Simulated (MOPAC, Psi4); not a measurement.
Relaxed torsion scan: SMILES Cl[SiH2]C, singlet. Scanned: dihedral H4–C1–Si2–Cl3; all other coordinates were relaxed at GFN2-xTB. Heavy atoms are numbered in the order of the SMILES C[SiH2]Cl, hydrogens after them in the order of the atoms that carry them; the mirror image has the same energies with the sign of each dihedral reversed.

wB97X-D/def2-TZVP // GFN2-xTB (Psi4); AM1, restricted, heats of formation // GFN2-xTB (MOPAC); MP2/cc-pVTZ = DF-MP2 (frozen core)/cc-pVTZ // GFN2-xTB (Psi4).

Energies relative to the lowest point of each profile, in kcal/mol:

| φ / ° | wB97X-D/def2-TZVP | AM1 |
|---|---|---|
| 0 | 1.48 | 0.41 |
| 10 | 1.37 | 0.39 |
| 20 | 1.09 | 0.31 |
| 30 | 0.73 | 0.21 |
| 40 | 0.35 | 0.11 |
| 50 | 0.09 | 0.03 |
| 60 | 0.00 | 0.00 |
| 70 | 0.09 | 0.03 |
| 80 | 0.35 | 0.10 |
| 90 | 0.72 | 0.21 |
| 100 | 1.08 | 0.31 |
| 110 | 1.37 | 0.39 |

Estimate the MP2/cc-pVTZ values at these points.

0: 1.65; 10: 1.54; 20: 1.23; 30: 0.82; 40: 0.40; 50: 0.11; 60: 0.00; 70: 0.11; 80: 0.40; 90: 0.81; 100: 1.23; 110: 1.54 (kcal/mol).
